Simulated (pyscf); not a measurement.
PySCF, gas phase, ωB97X-D3(BJ)/def2-SVP geometries.

Task: What is the homolytic dissociation enthalpy (298 K, ωB97M-D3(BJ)/def2-TZVP) of the Ge–Si bond of `[Cl][SiH]([Cl])[GeH3]`, to Cl–SiH•–Cl + GeH₃•?

Result: Ge–Si to Cl–SiH•–Cl + GeH₃•: 71.8 kcal/mol. The 7 functionals that were run give +66.3 (M06-2X) to +78.4 kcal/mol (ωB97X-D3(BJ)). Elements up to Kr have no core potential and no relativistic terms here.
